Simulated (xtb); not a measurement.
C₂H₇S, SMILES C[SH+]C, charge +1. All values are semi-empirical tight-binding results from xtb (GFN2-xTB unless named), good for trends rather than for accurate numbers. Coordinates come from a GFN2-xTB optimisation. The isomer is the one that the SMILES or the coordinates give; other isomers of the formula were not compared.

Optimised geometry:

Bond lengths (Å): C1–S2 1.815, C1–H4 1.086, C1–H5 1.087, C1–H6 1.087, S2–C3 1.815, S2–H7 1.357, C3–H8 1.086, C3–H9 1.087, C3–H10 1.087. Angles (°): S2–C1–H4 111.2, S2–C1–H5 108.2, S2–C1–H6 107.9, H4–C1–H5 110.3, H4–C1–H6 110.3, H5–C1–H6 108.8, C1–S2–C3 101.1, C1–S2–H7 97.0, C3–S2–H7 97.0, S2–C3–H8 111.2, S2–C3–H9 108.2, S2–C3–H10 107.9, H8–C3–H9 110.3, H8–C3–H10 110.3, H9–C3–H10 108.8.
Charge +1, spin multiplicity 1.

Computed properties:
```json
{
 "point_group_as_xtb_finds_it": "Cs",
 "orbital_gap": "6.37 eV",
 "zero_point_energy": "51.9 kcal/mol",
 "G − E(el) at 298.15 K (modified RRHO)": "34.7 kcal/mol",
 "static polarisability (D4 model)": "46.2 bohr³",
 "solvation energy, GFN2-xTB/ALPB(water)": "-60.7 kcal/mol",
 "solvation energy, GFN2-xTB/ALPB(acetonitrile)": "-52.9 kcal/mol"
}
```

Give the atomic charges and the Wiberg bond orders between heavy atoms. (The exact figures need the calculation; the answer reports its results.)

charges (e) C1 -0.14, S2 0.33, C3 -0.14, H4 0.12, H5 0.13, H6 0.13, H7 0.19, H8 0.12, H9 0.13, H10 0.13. Bond orders C1–S2 1.00, S2–C3 1.00.
